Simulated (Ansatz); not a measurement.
Ansatz (a first-principles code) input (PBE0/def2-SVP):

Ansatz 0.2 input:
```yaml
crystal:
  periodic: [false, false, false]
  atoms:
    - {symbol: Bi, position_ang: [0.00166892, 0.00094253, 0.19241609]}
    - {symbol: F, position_ang: [-1.45671306, -1.09899799, -0.57354187]}
    - {symbol: F, position_ang: [-0.22861908, 1.80233288, -0.59840566]}
    - {symbol: F, position_ang: [1.66994099, -0.71202713, -0.60255645]}
basis:
  gaussian:
    orbitals: def2-SVP
hamiltonian:
  xc: {name: PBE0}
total_charge: 1
magnetization: {spin_polarized: true, initial_magnetization: 1}
```

Output:

```
Functional definition: PBE0
integrals: 0.02 GiB planned
711 factors; integrals over basis functions are off by at most 1.7e-4 eV
mean field: 0.35 GiB planned
mean field evaluation 1: about -13948.9790 eV, gradient 6.8e1 eV
mean field evaluation 2: about -13878.5621 eV, gradient 1.5e2 eV
mean field evaluation 4: about -13966.1939 eV, gradient 3.2e0 eV
mean field evaluation 8: about -13966.3115 eV, gradient 1.9e-1 eV
mean field evaluation 16: about -13966.3119 eV, gradient 3.5e-4 eV
mean field -13966.31194101 eV, -513.2524971260 hartree, gradient 1.4e-5 eV, S^2 0.765296; 0 other end points of the search recorded, 0 dependent functions left out
reference -13966.31196097 eV, -513.2524978594 hartree; 25, 24 occupied and 43, 44 virtual orbitals, 711 factors
Total energy: -13966.31196097 eV, -513.2524978594 hartree
```
